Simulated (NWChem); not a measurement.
Everything below was run with NWChem. System: H$_{2}$Se, charge 0, spin multiplicity 1, displaced from the optimised geometry.

The NWChem input:

```
start mol
memory heap 200 mb stack 900 mb global 1100 mb
geometry units angstroms nocenter noautoz noautosym
  Se     0.000000     0.000000     0.057076
  H      2.625615     0.000000    -2.511341
  H     -1.050246     0.000000    -0.970291
end
basis spherical
  * library def2-svp
end
dft
  xc xpbe96 cpbe96
  semidirect memsize 60000000 filesize 0
  iterations 100
end
task dft energy
```

The output up to the point where the run's verdict is printed (cleaned and shortened):

```
             Northwest Computational Chemistry Package (NWChem) 7.3.0
             --------------------------------------------------------

                                NWChem Input Module
                                -------------------

 Scaling coordinates for geometry "geometry" by  1.889725989
 (inverse scale =  0.529177249)

                             Geometry "geometry" -> ""
                             -------------------------

 Output coordinates in angstroms (scale by  1.889725989 to convert to a.u.)

  No.       Tag          Charge          X              Y              Z
 ---- ---------------- ---------- -------------- -------------- --------------
    1 Se                  34.0000     0.00000000     0.00000000     0.05707600
    2 H                    1.0000     2.62561500     0.00000000    -2.51134100
    3 H                    1.0000    -1.05024600     0.00000000    -0.97029100

 Effective nuclear repulsion energy (a.u.)      17.2775537095

            Nuclear Dipole moment (a.u.)
            ----------------------------
        X                 Y               Z
 ---------------- ---------------- ----------------
     2.9770157409     0.0000000000    -2.9121584552


 Summary of "ao basis" -> "" (spherical)
 ------------------------------------------------------------------------------
       Tag                 Description            Shells   Functions and Types
 ---------------- ------------------------------  ------  ---------------------
 *                          def2-svp                  on all atoms

  pbe96 is a nonlocal functional; adding pw91lda local functional.

                                 NWChem DFT Module
                                 -----------------

 Summary of "ao basis" -> "ao basis" (spherical)
 ------------------------------------------------------------------------------
       Tag                 Description            Shells   Functions and Types
 ---------------- ------------------------------  ------  ---------------------
 Se                         def2-svp                12       32   5s4p3d
 H                          def2-svp                 3        5   2s1p
[...]
 d= 0,ls=0.5,diis    52  -2401.7807754976 -1.99D-02  1.20D-03  2.42D-01     7.3
 d= 0,ls=0.5,diis    53  -2401.7956059515 -1.48D-02  2.93D-03  2.29D-01     7.4
 d= 0,ls=0.5,diis    54  -2401.8302933179 -3.47D-02  6.08D-03  1.80D-01     7.5
 d= 0,ls=0.5,diis    55  -2401.8873650748 -5.71D-02  2.25D-03  6.30D-02     7.6
 d= 0,ls=0.5,diis    56  -2401.8833832876  3.98D-03  1.24D-03  8.16D-02     7.7
 d= 0,ls=0.5,diis    57  -2401.8921339543 -8.75D-03  7.02D-04  6.19D-02     7.8
 d= 0,ls=0.5,diis    58  -2401.8955712991 -3.44D-03  1.23D-03  5.53D-02     7.9
 d= 0,ls=0.5,diis    59  -2401.9028178473 -7.25D-03  5.29D-04  3.56D-02     8.0
 d= 0,ls=0.5,diis    60  -2401.9033586107 -5.41D-04  3.80D-04  3.59D-02     8.1
 d= 0,ls=0.5,diis    61  -2401.9050683526 -1.71D-03  3.09D-04  3.16D-02     8.2
 d= 0,ls=0.5,diis    62  -2401.9064126150 -1.34D-03  3.13D-04  2.80D-02     8.4
 d= 0,ls=0.5,diis    63  -2401.9077591314 -1.35D-03  2.99D-04  2.42D-02     8.5
 d= 0,ls=0.5,diis    64  -2401.9089463565 -1.19D-03  2.71D-04  2.08D-02     8.6
 d= 0,ls=0.5,diis    65  -2401.9099381949 -9.92D-04  2.49D-04  1.80D-02     8.7
 d= 0,ls=0.5,diis    66  -2401.9107927219 -8.55D-04  2.23D-04  1.55D-02     8.8
 d= 0,ls=0.5,diis    67  -2401.9114991498 -7.06D-04  2.04D-04  1.34D-02     8.9
 d= 0,ls=0.5,diis    68  -2401.9121028129 -6.04D-04  1.45D-04  1.17D-02     9.0
 d= 0,ls=0.5,diis    69  -2401.9124864769 -3.84D-04  1.25D-04  1.06D-02     9.1
 d= 0,ls=0.5,diis    70  -2401.9128096479 -3.23D-04  1.23D-04  9.62D-03     9.1
 d= 0,ls=0.5,diis    71  -2401.9131183816 -3.09D-04  1.32D-04  8.71D-03     9.2
 d= 0,ls=0.5,diis    72  -2401.9134377626 -3.19D-04  9.67D-05  7.72D-03     9.3
 d= 0,ls=0.5,diis    73  -2401.9136533930 -2.16D-04  9.10D-05  7.08D-03     9.4
 d= 0,ls=0.5,diis    74  -2401.9138500116 -1.97D-04  9.78D-05  6.49D-03     9.5
 d= 0,ls=0.5,diis    75  -2401.9140548236 -2.05D-04  7.01D-05  5.86D-03     9.6
 d= 0,ls=0.5,diis    76  -2401.9141912093 -1.36D-04  7.25D-05  5.45D-03     9.7
 d= 0,ls=0.5,diis    77  -2401.9143285155 -1.37D-04  6.02D-05  5.03D-03     9.8
 d= 0,ls=0.5,diis    78  -2401.9144388612 -1.10D-04  6.65D-05  4.70D-03     9.9
 d= 0,ls=0.5,diis    79  -2401.9145577080 -1.19D-04  4.73D-05  4.33D-03    10.0
 d= 0,ls=0.5,diis    80  -2401.9146362216 -7.85D-05  4.76D-05  4.10D-03    10.1
 d= 0,ls=0.5,diis    81  -2401.9147154683 -7.92D-05  5.24D-05  3.85D-03    10.2
 d= 0,ls=0.5,diis    82  -2401.9148007437 -8.53D-05  4.61D-05  3.58D-03    10.3
 d= 0,ls=0.5,diis    83  -2401.9148711220 -7.04D-05  4.30D-05  3.37D-03    10.4
 d= 0,ls=0.5,diis    84  -2401.9149360777 -6.50D-05  4.66D-05  3.17D-03    10.5
 d= 0,ls=0.5,diis    85  -2401.9150048649 -6.88D-05  4.20D-05  2.95D-03    10.6
 d= 0,ls=0.5,diis    86  -2401.9150646318 -5.98D-05  4.13D-05  2.77D-03    10.7
 d= 0,ls=0.5,diis    87  -2401.9151214428 -5.68D-05  4.19D-05  2.59D-03    10.8
 d= 0,ls=0.5,diis    88  -2401.9151769856 -5.55D-05  4.19D-05  2.42D-03    10.9
 d= 0,ls=0.5,diis    89  -2401.9152311368 -5.42D-05  4.19D-05  2.25D-03    11.0
 d= 0,ls=0.5,diis    90  -2401.9152832737 -5.21D-05  3.88D-05  2.09D-03    11.1
 d= 0,ls=0.5,diis    91  -2401.9153295144 -4.62D-05  3.78D-05  1.94D-03    11.2
 d= 0,ls=0.5,diis    92  -2401.9153729841 -4.35D-05  3.87D-05  1.81D-03    11.3
 d= 0,ls=0.5,diis    93  -2401.9154162340 -4.32D-05  3.72D-05  1.67D-03    11.4
 d= 0,ls=0.5,diis    94  -2401.9154560283 -3.98D-05  3.52D-05  1.55D-03    11.4
 d= 0,ls=0.5,diis    95  -2401.9154922867 -3.63D-05  3.37D-05  1.44D-03    11.5
 d= 0,ls=0.5,diis    96  -2401.9155255692 -3.33D-05  3.19D-05  1.33D-03    11.7
 d= 0,ls=0.5,diis    97  -2401.9155559915 -3.04D-05  3.04D-05  1.24D-03    11.8
 d= 0,ls=0.5,diis    98  -2401.9155840018 -2.80D-05  2.95D-05  1.15D-03    11.9
 d= 0,ls=0.5,diis    99  -2401.9156101255 -2.61D-05  2.94D-05  1.07D-03    12.0
 d= 0,ls=0.5,diis   100  -2401.9156353126 -2.52D-05  2.79D-05  9.92D-04    12.1
```

The run did not converge; its last values are not results. The next line reads: Calculation failed to converge. NWChem stopped with the message: dft energy failed.
